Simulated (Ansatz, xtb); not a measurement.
Stretching the C3–H5 bond in C2H6Mg (SMILES C[CH2][MgH]) (multiplicity 1 held, fragments rigid). Energies count from the point at 1.097 Å.
Geometry at that point (charge 0, multiplicity 1):
```
atom    x (Å)    y (Å)    z (Å)
----  -------  -------  -------
Mg    -0.1443   0.3313   1.3937
H     -0.3373   1.1905   2.8557
C      0.0933  -0.7191  -0.4142
C      0.1315   0.1361  -1.6926
H     -0.7157  -1.4553  -0.4913
H      1.0112  -1.3150  -0.3458
H      0.9553   0.8554  -1.6784
H     -0.7876   0.7138  -1.8253
H      0.2569  -0.4673  -2.5988
```

Restricted levels (R-, RO-) in cc, def2 and unpolarised 6-31G sets keep to the state of the molecule at rest. Unrestricted levels (U-) break spin symmetry where that is lower. Curves can end on different states.

Codes used: Ansatz (Gaussian basis) for Hartree–Fock, density functionals and correlated methods; xtb for the GFN methods. Each number belongs to the level named beside it. The GFN methods have no spin term and hold the electronic entropy of 300 K.

Energies in kcal/mol.

```tsv
R (Å)	GFN2-xTB	U-PBE/def2-TZVPP	U-r2SCAN/def2-TZVPP	R-B3LYP/def2-TZVPP	U-B3LYP/def2-TZVPP
0.877	27.6	28.9	27.9	27.3	27.3
0.987	5.3	6.1	5.5	5.3	5.3
1.097	0.0	0.0	0.0	0.0	0.0
1.206	3.0	2.9	3.4	3.5	3.5
1.316	9.9	10.5	11.4	11.6	11.6
1.480	22.7	25.2	26.8	26.9	26.9
1.645	36.0	40.6	42.8	42.9	42.9
1.919	56.0	63.7	66.8	66.8	66.8
2.193	72.3	82.1	83.2	86.0	85.1
2.522	87.2	95.3	92.7	103.4	96.3
2.961	100.4	101.7	98.7	119.6	102.4
3.509	109.1	103.8	101.5	132.1	104.9
```

Doubts at one or more of the structures used: a spin-contaminated determinant (U-PBE/def2-TZVPP, U-r2SCAN/def2-TZVPP, U-B3LYP/def2-TZVPP); a restricted determinant that unrestricted orbitals would lower (R-B3LYP/def2-TZVPP).

Ansatz is a quantum-chemistry and plane-wave program.
